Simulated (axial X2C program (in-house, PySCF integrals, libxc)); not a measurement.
# AlTi along the bond: PBE0, 2c

Computed with an axial X2C code built on PySCF integrals. Two-component (2c) means X2C with spin–orbit coupling and atomic mean-field two-electron Coulomb and Gaunt terms. Basis: Ti dyall-cv3z [10s10p6d4f2g], Al dyall-v3z [8s8p2d1f] (cores contracted in-house); Gaussian nuclei, density fitting, unrestricted open shells. Masses: Ti 47.948 u, Al 26.982 u.

State: Ω = 1/2 (⟨Sz⟩ = 2.50, ⟨Lz⟩ = -2.00 at PBE0). Dipoles are positive if Al is the positive end.

Results along the bond:

```csv
R (Å),μ (D),HOMO (eV),LUMO (eV)
2.269,-2.641,-4.76,-1.91
2.344,-2.765,-4.62,-1.95
2.419,-2.871,-4.50,-1.99
2.494,-2.960,-4.38,-2.02
2.581,-3.045,-4.26,-2.05
2.669,-3.111,-4.14,-2.08
2.781,-3.168,-4.00,-2.10
```

One determinant describes the state; a PBE0 search over occupations chose it and may have missed a lower one. Density functionals use the spin component along the axis (collinear). PBE0 can misorder states that lie within some tenths of an eV, so this need not be the ground state of the molecule. The nearest other 2c determinant of the search, Ω = 9/2, lies 0.02 eV up at the distance of the search. The functionals have no current-density term, which raises determinants with orbital currents, atoms included. The spin of this state cannot come from the lowest atoms; the curve heads to a higher limit, and no De is given. With several unpaired electrons one determinant need not be a pure state.
